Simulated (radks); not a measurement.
The gadolinium ion Gd+, 63 electrons, occupied as [Xe] 4f7 5d1 6s1. Calculated with a radial shooting solver on a logarithmic mesh with Libxc functionals: Dirac Kohn-Sham, PBE, spin-unpolarised, spherical densities, finite nucleus; open shells fill j = l - 1/2 first; Fermi nuclear charge, rms radius 5.1569 fm.

Normalised radial functions P(r) = r R(r) (large component), r in bohr:

r,5p3/2,5d3/2,5d5/2
0.001444,0.0012,0.0000,0.0000
0.001957,0.0022,0.0000,0.0000
0.002673,0.0039,0.0000,0.0000
0.003623,0.0069,0.0001,0.0001
0.00491,0.0120,0.0002,0.0001
0.006654,0.0204,0.0005,0.0003
0.009018,0.0341,0.0010,0.0008
0.01222,0.0555,0.0022,0.0017
0.0167,0.0876,0.0048,0.0040
0.02263,0.1293,0.0102,0.0087
0.03067,0.1760,0.0206,0.0183
0.04156,0.2120,0.0398,0.0361
0.05633,0.2074,0.0716,0.0663
0.07634,0.1262,0.1164,0.1097
0.1043,-0.0489,0.1649,0.1582
0.1413,-0.2433,0.1849,0.1811
0.1916,-0.3059,0.1346,0.1370
0.2596,-0.1012,-0.0086,0.0012
0.3518,0.2783,-0.1926,-0.1800
0.4768,0.4687,-0.2854,-0.2791
0.6462,0.1790,-0.1722,-0.1800
0.8829,-0.4359,0.1292,0.1081
1.197,-0.8673,0.4495,0.4248
1.622,-0.8607,0.6427,0.6252
2.198,-0.5476,0.6492,0.6450
2.979,-0.2298,0.5152,0.5229
4.037,-0.0603,0.3237,0.3367
5.515,-0.0081,0.1462,0.1566
7.474,-0.0005,0.0444,0.0493
10.13,0.0000,0.0075,0.0087

5p3/2: eigenvalue -32.190 eV, 3 radial nodes at r = 0.0967, 0.283, 0.712 bohr, <r> = 1.59 bohr, 90 % of the charge inside 2.33 bohr. 5d3/2: eigenvalue -8.530 eV, 2 radial nodes at r = 0.256, 0.783 bohr, <r> = 2.53 bohr, 90 % of the charge inside 4.01 bohr. 5d5/2 (empty): eigenvalue -8.219 eV, 2 radial nodes at r = 0.260, 0.796 bohr, <r> = 2.60 bohr, 90 % of the charge inside 4.11 bohr.
